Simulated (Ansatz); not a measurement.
C12H31N3Sn⁺, that is SnH(NHtBu)3 with one electron fewer. The state is a doublet with charge 1. Geometry PBE-D4/def2-SVP, that of the neutral singlet; atoms count from 1.

```tsv
atom	x (Å)	y (Å)	z (Å)
Sn1	-0.340	0.228	0.316
H2	-1.473	0.999	1.356
N3	0.608	1.645	-0.877
C4	-0.092	2.401	-1.934
C5	-1.377	3.003	-1.343
C6	0.849	3.536	-2.382
C7	-0.454	1.514	-3.146
H8	1.480	1.244	-1.249
H9	-1.886	3.651	-2.083
H10	-2.097	2.208	-1.055
H11	-1.148	3.608	-0.443
H12	1.109	4.184	-1.522
H13	0.384	4.161	-3.173
H14	1.794	3.122	-2.793
H15	-1.143	0.701	-2.836
H16	0.460	1.052	-3.576
H17	-0.946	2.096	-3.953
N18	-1.314	-1.141	-0.910
C19	-1.935	-2.379	-0.398
C20	-2.850	-2.020	0.784
C21	-2.781	-2.972	-1.541
C22	-0.884	-3.412	0.064
H23	-0.715	-1.356	-1.719
H24	-3.401	-2.912	1.142
H25	-2.262	-1.632	1.643
H26	-3.586	-1.245	0.489
H27	-3.543	-2.241	-1.876
H28	-3.293	-3.904	-1.225
H29	-2.141	-3.220	-2.414
H30	-0.278	-3.000	0.898
H31	-0.198	-3.670	-0.771
H32	-1.356	-4.355	0.413
N33	1.094	-0.772	1.443
C34	2.099	-0.071	2.268
C35	1.381	0.967	3.145
C36	2.770	-1.129	3.166
C37	3.168	0.638	1.408
H38	1.553	-1.482	0.855
H39	2.092	1.454	3.841
H40	0.928	1.771	2.526
H41	0.576	0.490	3.739
H42	2.011	-1.638	3.793
H43	3.533	-0.672	3.828
H44	3.277	-1.901	2.550
H45	2.697	1.415	0.771
H46	3.683	-0.091	0.747
H47	3.944	1.128	2.034
```

In the def2 sets Sn takes a core potential; there is no spin–orbit coupling. Single mean-field runs in def2-TZVP are fitted with def2-universal-jkfit.

Q: Estimate the Mulliken populations of the heavy atoms from the PBE0/def2-TZVP orbitals of Ansatz.

A: 
```csv
atom,charge (e),spin (α − β)
Sn1,0.80,-0.08
N3,-0.47,0.29
C4,0.06,-0.01
C5,-0.39,0.00
C6,-0.35,0.03
C7,-0.40,0.03
N18,-0.50,0.16
C19,0.07,0.00
C20,-0.38,0.00
C21,-0.35,0.00
C22,-0.40,0.02
N33,-0.37,0.54
C34,0.03,-0.03
C35,-0.38,0.00
C36,-0.35,0.03
C37,-0.40,0.04
```
Mulliken values depend strongly on the basis.

Q: Where does the spin sit?

A: Summed by element: Sn -0.08, H -0.01, N 0.99, C 0.10, of 1 unpaired in all. Largest on single atoms: N33 0.54, N3 0.29, N18 0.16.

Q: And the Mayer bond orders between heavy atoms (over 0.3)?

A: Sn1–N3 0.82 (2.08 Å); Sn1–N18 0.92 (2.08 Å); Sn1–N33 0.73 (2.08 Å); N3–C4 0.91 (1.48 Å); C4–C5 1.00 (1.54 Å); C4–C6 0.97 (1.54 Å); C4–C7 0.99 (1.54 Å); N18–C19 0.89 (1.48 Å); C19–C20 0.99 (1.54 Å); C19–C21 0.99 (1.54 Å); C19–C22 0.99 (1.55 Å); N33–C34 0.92 (1.48 Å); C34–C35 1.01 (1.54 Å); C34–C36 0.98 (1.54 Å); C34–C37 0.98 (1.55 Å).
